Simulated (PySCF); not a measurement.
## Single point on SrN

State: ⁴Σ⁻ (quartet), unpaired electrons σ ↑, π ↑↑, a second solution, started from another occupation.

An equivalent input (the run itself took its basis sets from the Basis Set Exchange, started from a PBE0 density and held the occupation σ 6α 5β, πx 2α 1β, πy 2α 1β):

```python
from pyscf import gto, dft
mol = gto.M(atom='Sr 0 0 0; N 0 0 2.216', basis={'Sr': 'def2-TZVPP', 'N': 'def2-TZVPP'}, ecp={'Sr': 'def2-TZVPP'},
            charge=0, spin=3, verbose=4, symmetry='C2v')
mf = dft.UKS(mol, xc='PBE0')
mf.grids.atom_grid = (80, 434)
mf.grids.prune = dft.gen_grid.treutler_prune
mf.irrep_nelec = {'A1': (6, 5), 'B1': (2, 1), 'B2': (2, 1)}
mf.conv_tol = 1e-9
mf.max_cycle = 60
mf.diis_space = 10
mf.kernel()
```

The log (some set-up lines and the per-cycle HOMO/LUMO lines removed):

```
******** <class 'pyscf.dft.uks_symm.SymAdaptedUKS'> ********
method = SymAdaptedUKS
damping factor = 0
level_shift factor = 0
DIIS = <class 'pyscf.scf.diis.CDIIS'>
diis_start_cycle = 1
diis_space = 10
diis_damp = 0
SCF conv_tol = 1e-09
SCF conv_tol_grad = None
SCF max_cycles = 60
number electrons alpha = 10  beta = 7
Set gradient conv threshold to 3.16228e-05
init E= -85.2666089792401
cycle= 1 E= -85.2666599393836  delta_E= -5.1e-05  |g|= 0.00425  |ddm|= 0.0213
cycle= 2 E= -85.2666652241882  delta_E= -5.28e-06  |g|= 0.00371  |ddm|= 0.013
cycle= 3 E= -85.2666715073927  delta_E= -6.28e-06  |g|= 0.00103  |ddm|= 0.00442
cycle= 4 E= -85.2666722235232  delta_E= -7.16e-07  |g|= 0.000166  |ddm|= 0.00122
cycle= 5 E= -85.2666723105572  delta_E= -8.7e-08  |g|= 8.71e-05  |ddm|= 0.00105
cycle= 6 E= -85.2666723226328  delta_E= -1.21e-08  |g|= 1.69e-05  |ddm|= 0.000344
cycle= 7 E= -85.2666723234738  delta_E= -8.41e-10  |g|= 3.65e-06  |ddm|= 0.000105
Extra cycle  E= -85.26667232349  delta_E= -1.61e-11  |g|= 1.97e-06  |ddm|= 1.33e-05
converged SCF energy = -85.26667232349  <S^2> = 3.7555606  2S+1 = 4.0027793
```

Repeating this along the bond gives Re = 2.373 Å and ωe = 396 cm⁻¹.

A point of this curve took 1.3 CPU seconds beside 0.27 for the integrals, on Intel Xeon Platinum 8259CL @ 2.50GHz (shared host).

Spin–orbit coupling is left out.
